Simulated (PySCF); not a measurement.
## Do core-level shifts follow atomic charges?

Species: AlMe2(NHtBu), C₆H₁₆AlN.
Geometry (PBE0-D3(BJ)/def2-SVP, Å), atoms numbered from 1 in this order:
```
atom  x, y, z in Å
Al1    1.0816    1.1028    0.6739
C2     2.4405    1.2683    2.0773
H3     2.4407    0.4209    2.7818
H4     2.2955    2.1906    2.6651
H5     3.4542    1.3339    1.6451
C6     0.6454    2.5963   -0.5192
H7     0.6317    3.5505    0.0341
H8    -0.3257    2.4917   -1.0282
H9     1.4128    2.7056   -1.3059
N10    0.2765   -0.4898    0.5451
C11   -0.7603   -1.0190   -0.3404
C12   -0.3535   -0.8086   -1.8033
C13   -0.9207   -2.5163   -0.0777
C14   -2.0972   -0.3136   -0.0757
H15    0.5444   -1.1716    1.2491
H16   -1.1201   -1.1942   -2.4938
H17   -0.2149    0.2617   -2.0204
H18    0.5963   -1.3243   -2.0111
H19    0.0289   -3.0443   -0.2597
H20   -1.6878   -2.9572   -0.7320
H21   -1.2222   -2.6974    0.9670
H22   -2.0052    0.7684   -0.2587
H23   -2.3998   -0.4546    0.9729
H24   -2.8989   -0.7003   -0.7253
```

Binding energies: PySCF, delta-SCF UKS SCAN, pcX-2 on the ionised atom, pcseg-1 elsewhere, spin-free X2C. Charges: PBE0/pcSseg-1 (pcSseg-2 on Al) ground-state density, for the ionised atom.

```tsv
atom	environment	C 1s (eV)	Mulliken (e)	IAO (e)	Hirshfeld (e)	ESP (e)
C2	carbon bonded to Al and 3 H	289.38	-0.694	-0.802	-0.282	-0.880
C12	carbon bonded to C and 3 H	290.13	-0.182	-0.405	-0.122	-0.608
C11	carbon bonded to 3 C and N	291.17	-0.298	+0.166	+0.067	+1.032
```

Problem. Give the correlation coefficient and slope of binding energy on charge for each scheme.

Solution. IAO: r = 1.00, slope 1.9 eV per e; Hirshfeld: r = 1.00, slope 5.2 eV per e; ESP: r = 0.96, slope 0.8 eV per e; Mulliken: r = 0.67, slope 2.3 eV per e. On 3 points no scheme stands out.

Problem. The point-charge model writes a binding energy as kq + V + constant, with V the potential of the other atoms' charges at the site. What does it give with the ESP charges?

Solution. V = Σ 14.40 eV Å × q/r over all other atoms: +11.07 eV at C2, +8.62 eV at C12, -15.80 eV at C11. Fitting binding energy − V to q gives k = 15.2 eV per e and leaves an rms residual of 0.39 eV, against 0.22 eV for the fit on q alone. The model has no term for differences in relaxation between sites.

Geometry: PBE0-D3(BJ)/def2-SVP; no solvent, vibrations or thermal averaging.
